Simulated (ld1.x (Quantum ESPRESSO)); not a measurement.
**Building the PAW potential for vanadium (LDA (PZ), scalar-relativistic).**

ld1.x (Quantum ESPRESSO) 7.5 input, shortened:

```
&input
   title='V', zed=23., rel=1, dft='PZ', iswitch=3,
   config='[Ar] 3d3 4s1.5 4p0'
 /
 &inputp
   pseudotype=3, lpaw=.true., tm=.true., lloc=-1, rcloc=2.14,
   nlcc=.true., rcore=1.65,
   which_augfun='PSQ', rmatch_augfun_nc=.true.
 /
6
3S  1  0   2.00   0.00  1.25  1.70  0.0
4S  2  0   1.50   0.00  1.25  1.70  0.0
3P  2  1   6.00   0.00  1.40  1.85  0.0
4P  3  1   0.00   0.00  1.40  1.85  0.0
3D  3  2   3.00   0.00  1.70  1.85  0.0
3D  3  2   0.00  -0.20  1.70  1.85  0.0
 &test
   configts(1)='3s2 3p6 3d3 4s1.5 4p0'
 /
```

All-electron outer shells of the reference configuration (LDA (PZ), scalar-relativistic, ld1.x):

```
shell  level (eV)  outermost node (bohr)  outermost maximum (bohr)
   2p     -506.46                      –                      0.21
   3s      -73.49                   0.38                      0.82
   3p      -47.62                   0.35                      0.84
   3d       -8.98                      –                      0.88
   4s       -7.91                   1.17                      2.66
   4p       -4.15                   1.29                      3.37
```

Results:

```json
{
 "Cutoffs needed": "35 Ry and 50 Ry (the cutoffs (Ry, on a coarse ladder) from which the occupation-weighted sum of valence levels, in a spherical-Bessel basis at the reference potential, stays within 10 and 1 mRy of its value at 400 Ry)",
 "Ghost test": "no extra level below or beside the all-electron valence levels (s, p, d, f tested) (spherical-Bessel basis up to 400 Ry, 20 bohr box)",
 "Configuration tests": "test run stopped at test 4 of 9 (negative rho)",
 "Lowest eigenvalue of the overlap operator": "0.10 (p channel)",
 "Density cutoff estimated by the generator": "174 Ry"
}
```

Generation and tests took about 1.5 s on one core of a shared server CPU.
